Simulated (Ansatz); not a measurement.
Mulliken charges of C2H4BClO2, SMILES `C=COB(O)Cl` from ωB97M-V/def2-TZVPP in Ansatz (PBE0-D4/def2-TZVP geometry).

```csv
atom,x (Å),y (Å),z (Å),charge (e)
C1,0.208,-2.104,-0.342,-0.239
C2,0.343,-0.794,-0.243,0.094
O3,-0.655,-0.020,0.279,-0.268
B4,-0.543,1.323,0.399,0.320
O5,0.574,1.979,0.006,-0.273
Cl6,-1.919,2.191,1.092,-0.147
H7,-0.694,-2.605,-0.014,0.107
H8,1.013,-2.693,-0.759,0.103
H9,1.230,-0.256,-0.560,0.109
H10,0.527,2.928,0.144,0.195
```

Question: By hand: the dipole of these point charges (1 e Å = 4.8032 D).

Answer: Σ q r = (0.377, -0.018, -0.163) e Å, of length 0.411 e Å = 1.97 D.

Question: How does the dipole of the full density compare? (An estimate is asked.)

Answer: Ansatz gave: (0.286, 0.177, -0.100) e Å, 1.69 D; the point charges give 1.17 times that, at 33° from its direction.

Point charges leave out the atoms' own dipoles, such as those of lone pairs, and Mulliken's split depends on the basis, so the two needn't agree.
